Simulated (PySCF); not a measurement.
# SMILES C[C@@]1(F)[C@H]2C[C@]1(Cl)C2, C6H8ClF

Molfile (atoms numbered from 1):
```
C6H8ClF
     RDKit          3D

 16 17  0  0  0  0  0  0  0  0999 V2000
    1.8715    0.2216    0.5453 C   0  0  0  0  0  0  0  0  0  0  0  0
    0.5739   -0.4752    0.2077 C   0  0  1  0  0  0  0  0  0  0  0  0
    0.8240   -1.8338    0.3009 F   0  0  0  0  0  0  0  0  0  0  0  0
   -0.7926   -0.0533    0.7933 C   0  0  1  0  0  0  0  0  0  0  0  0
   -0.7783    1.1399   -0.1795 C   0  0  0  0  0  0  0  0  0  0  0  0
   -0.3063   -0.0748   -0.9951 C   0  0  1  0  0  0  0  0  0  0  0  0
    0.1475   -0.0754   -2.6820 Cl  0  0  0  0  0  0  0  0  0  0  0  0
   -1.4506   -0.8699   -0.3399 C   0  0  0  0  0  0  0  0  0  0  0  0
    2.1712   -0.0643    1.5515 H   0  0  0  0  0  0  0  0  0  0  0  0
    1.7913    1.3004    0.4905 H   0  0  0  0  0  0  0  0  0  0  0  0
    2.6379   -0.1126   -0.1508 H   0  0  0  0  0  0  0  0  0  0  0  0
   -1.0732   -0.0448    1.8373 H   0  0  0  0  0  0  0  0  0  0  0  0
   -0.0723    1.9446   -0.0052 H   0  0  0  0  0  0  0  0  0  0  0  0
   -1.7513    1.5355   -0.4559 H   0  0  0  0  0  0  0  0  0  0  0  0
   -1.3426   -1.9492   -0.3048 H   0  0  0  0  0  0  0  0  0  0  0  0
   -2.4577   -0.5798   -0.6247 H   0  0  0  0  0  0  0  0  0  0  0  0
  1  2  1  0
  2  3  1  6
  2  4  1  0
  4  5  1  0
  5  6  1  0
  6  7  1  6
  6  8  1  0
  6  2  1  0
  8  4  1  0
  1  9  1  0
  1 10  1  0
  1 11  1  0
  4 12  1  1
  5 13  1  0
  5 14  1  0
  8 15  1  0
  8 16  1  0
M  END
```

Computed, not measured: PySCF 2.14.0, GIAO wB97X-D/pcSseg-1 magnetisability, rotational g tensor and spin-rotation constants, non-relativistic, gas phase. Geometry: GFN2-xTB.

Question: Give the nuclear spin-rotation constants along the inertial axes (H = +C I·J) beside the isotropic shieldings.

Answer: Rotational constants 2.3739, 1.5537, 1.3786 GHz. A star marks the isotopologue with that one atom substituted, in its own axes.
```tsv
atom	isotope	Caa (kHz)	Cbb (kHz)	Ccc (kHz)	mean (kHz)	σ (ppm)
F3	19F	1.736	1.357	0.722	1.272	348.3
Cl7	35Cl	0.246	0.351	0.379	0.325	806.0
H9	1H	0.059	-0.169	-0.157	-0.089	30.3
H10	1H	-0.256	-0.153	0.006	-0.135	30.4
H11	1H	-0.220	0.015	-0.152	-0.119	30.1
H12	1H	0.015	-0.120	-0.158	-0.087	29.3
H13	1H	-0.275	-0.161	0.026	-0.137	30.4
H14	1H	-0.201	0.004	-0.160	-0.119	30.3
H15	1H	-0.243	-0.152	0.042	-0.118	28.9
H16	1H	-0.203	0.010	-0.156	-0.116	30.0
C1	13C*	0.338	0.215	0.176	0.243	172.0
C2	13C*	0.712	0.460	0.341	0.504	76.1
C4	13C*	0.434	0.233	0.234	0.300	151.4
C5	13C*	0.436	0.291	0.252	0.326	140.1
C6	13C*	0.418	0.344	0.301	0.354	126.3
C8	13C*	0.414	0.304	0.279	0.333	136.2
```
For the geometry as given, no vibrational averaging.

Question: How do the rotational constants and the g tensor change when H9, H10, H11, H12, H13, H14, H15, H16 are replaced by deuterium?

Answer: Constants 1.9995, 1.4201, 1.2538 GHz; g -0.0052, -0.0088, -0.0064, against -0.0053, -0.0095, -0.0072 before.
